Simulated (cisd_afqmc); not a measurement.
Input (AFQMC/CISD/cc-pVDZ; cisd_afqmc is a phaseless AFQMC code with CISD trial states that reads the integrals written by Ansatz):

Ansatz 0.2 input:
```python
import cisd_afqmc

open("ham.yaml", "w").write("""\
crystal:
  periodic: [false, false, false]
  atoms:
    - {symbol: Ge, position_ang: [-0.29940375, 0.12404097, -0.06050768]}
    - {symbol: F, position_ang: [1.29333727, -0.53582096, 0.26137563]}
    - {symbol: H, position_ang: [-0.95434462, -0.82026091, -1.07720557]}
    - {symbol: H, position_ang: [-0.07101521, 1.53219252, -0.62555285]}
    - {symbol: H, position_ang: [-1.03375568, 0.14114615, 1.28662365]}
basis:
  gaussian:
    orbitals: cc-pVDZ
magnetization: {spin_polarized: false}
correlation: {method: ccsd, electrons: outside_noble_gas, hamiltonian_folder: ham}
""")
rep = cisd_afqmc.ansatz("ham.yaml")
e_ccsd = rep["correlation"]["coupled_cluster"]["energy"]["hartree"]
out = cisd_afqmc.run("ham", e_ccsd, trial="CISD", walkers=200, populations=8, threads=8, dt=0.005, steps=40, early=24, settle=10, least=32,
    cut=5e-5, rank_cut=2e-4, target=0.0004, seconds=1500, seed=1, memory=17280, gpu=False)
```

Output:

```
orbitals 41, occupied [7], factors 222 of 584, rank of the doubles 103 of 238
E(HF) = -2176.543113
E(CCSD) on the cut factors = -2176.858647, shift to the whole factors -0.000008
Energy of the trial state on the determinant = -2176.858632
  tau behind 7.2 of longer steps, mean of the populations' last blocks
   2.0  -2176.86418
   4.0  -2176.86402
   6.0  -2176.86473
   8.0  -2176.86456
blocks 280 (0 outliers left out), error by blocks joined: 1: 0.00017, 2: 0.00019, 4: 0.00022, 8: 0.00025, 16: 0.00024
E(AFQMC/CISD) = -2176.86449 +/- 0.00025
```
